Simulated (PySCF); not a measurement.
CH4GeO2 (calculated)

Computed with PySCF 2.14.0. Calculation on a computer-drawn molecule: the log of a Hartree-Fock and frozen-core CCSD(T) single point meant for a local Hartree-Fock minimum, with one planted fault or none, to be diagnosed. Offsets are logged minus clean, where the clean run is the same molecule without the fault. The reference is restricted for singlets and unrestricted otherwise, and also for a bond in bohr or an excited solution. Adding or removing an electron swaps singlet and doublet. The excited solution moves the top pair (singlet) or top alpha electron (doublet) to the lowest empty orbital. Highest occupied and lowest empty are orbital energies over both spins, largest force is the largest gradient component, triples share is (T) over the correlation energy, the T1 limit is 0.02 restricted and 0.045 unrestricted, electrons count all cores, a negative frequency is imaginary (commonest isotopes), and the dipole is about the centre of nuclear charge; on germanium a core potential holds 10 electrons, which the energies leave out, and 3d is frozen in MP2 and coupled-cluster steps.

## CH4GeO2

Logged structure:
```xyz
8
CH4GeO2
C      1.7519     2.1788     1.6426
Ge     3.5458     1.4914     2.0454
O      4.9395     1.6834     1.2084
O      3.5047     0.5505     3.5535
H      1.4147     2.8444     2.4618
H      1.0382     1.3360     1.5545
H      1.7795     2.7438     0.6936
H      2.6544     0.4793     3.9952
```

```
meant charge                                : 0
meant multiplicity                          : 1
meant basis                                 : cc-pVDZ
meant basis and core potential on germanium : cc-pVDZ-PP ECP10MDF
logged electrons                            : 58
logged basis functions                      : 85
logged SCF converged                        : yes
logged spin squared                         : 0
logged highest occupied                     : -11.329 eV
logged lowest empty                         : 2.4096 eV
logged largest force                        : 0.020508 hartree/bohr
logged T1 diagnostic                        : 0.021817
logged D1 diagnostic                        : 0.084183
logged triples share                        : 0.031231
logged CC converged                         : yes
logged dipole magnitude                     : 6.5969 debye
logged SCF stable within its kind           : yes
logged energy HF                            : -483.28861 hartree
logged energy CCSD(T)                       : -483.95245 hartree
possible faults                             : no fault, one electron removed, one electron added, multiplicity raised by two, geometry at a saddle point, SCF held on an excited solution, minimal basis STO-3G, one bond length entered in bohr, all coordinates scaled
planted fault                               : all coordinates scaled, by +1.5 %
HF energy offset from clean run             : 1.253 kcal/mol
CCSD(T) energy offset from clean run        : -1.968 kcal/mol
```

Drawn bonds:
```
atom  other atom  order
   1           2      1
   2           3      2
   2           4      1
   1           5      1
   1           6      1
   1           7      1
   4           8      1
```

Notes: T1 above single-reference limit.
